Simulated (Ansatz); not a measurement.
The cluster PbS₂⁻, relaxed as a doublet with UKS PBE-D4/def2-TZVPD in Ansatz, starting from the GFN1-xTB geometry. Force threshold 0.02 eV/Å.

In the def2 sets Pb takes a core potential; there is no spin–orbit coupling. The relaxation made no stability test and no search for a lower SCF solution. The structure comes from a short search, and lower isomers may exist.

Start:

```xyz
3

Pb    0.015   -0.541    0.663
S     1.372   -0.915   -1.329
S    -1.387    1.456    0.666
```

Q: Estimate the energy that the relaxation releases and the steps that it takes.

A: 0.04 eV, in 4 steps; 6 s on 4 threads of Arm Neoverse V2 on a shared host. No frequencies were taken in this run, so the end may be a saddle point.

Q: Does the start keep its bonding and symmetry?

A: By distances, no bond broke or formed. The bond that changes most is Pb1–S3, from 2.44 to 2.43 Å (atoms count from 1). Point group C2v at the start, C2v at the end, both within 0.05 Å.

Q: Predict the relaxed structure.

A: 
| atom | x (Å) | y (Å) | z (Å) |
| --- | --- | --- | --- |
| Pb1 | 0.012 | -0.452 | 0.554 |
| S2 | 1.447 | -1.023 | -1.328 |
| S3 | -1.459 | 1.475 | 0.774 |
Bond lengths: 2 × Pb–S 2.43 Å.
